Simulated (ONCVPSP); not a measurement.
**Configuration tests for Os (ONCV)**

```json
{
  "Element": "osmium (Os)",
  "Generator": "ONCVPSP 4.0.1",
  "Type": "optimised norm-conserving Vanderbilt (ONCV)",
  "Functional": "PBE",
  "Relativity": "scalar-relativistic",
  "Frozen core": "[Kr] 4d10 4f14",
  "Valence charge": "16",
  "Reference configuration": "5s2 5p6 5d6 6s2",
  "Partial waves": "5s+6s: rc 1.95 bohr, ncon 4, nbas 7, qcut 7.7 1/bohr, 2 projectors; 5p: rc 1.80 bohr, ncon 3, nbas 7, qcut 9.7 1/bohr, 1 projector; 5d: rc 2.05 bohr, ncon 4, nbas 8, qcut 8.1 1/bohr, 2 projectors, debl 2.7 Ha",
  "Local potential": "polynomial inside 1.70 bohr (lpopt 5, dvloc0 -1 Ha)",
  "Core correction": "Teter function, fcfact 1.75, rcfact 1.2"
}
```

Energies are relative to the spin-unpolarised reference configuration 5s2 5p6 5d6 6s2; without spin polarisation the order of configurations can differ from experiment.

```tsv
valence configuration	charge	ΔE all-electron (eV)	error AE − PS (meV)
5s2 5p6 5d6 6s0	+2	26.492	-14
5s2 5p6 5d5 6s0	+3	55.339	-13
```

Q: What are ΔE and the potential's error for 5s2 5p5 5d6 6s2?

A: ΔE = 56.917 eV all-electron; the error (AE − PS) is -109 meV.

Q: What are ΔE and the potential's error for 5s2 5p6 5d6 6s1?

A: ΔE = 9.577 eV all-electron; the error (AE − PS) is -4.6 meV.
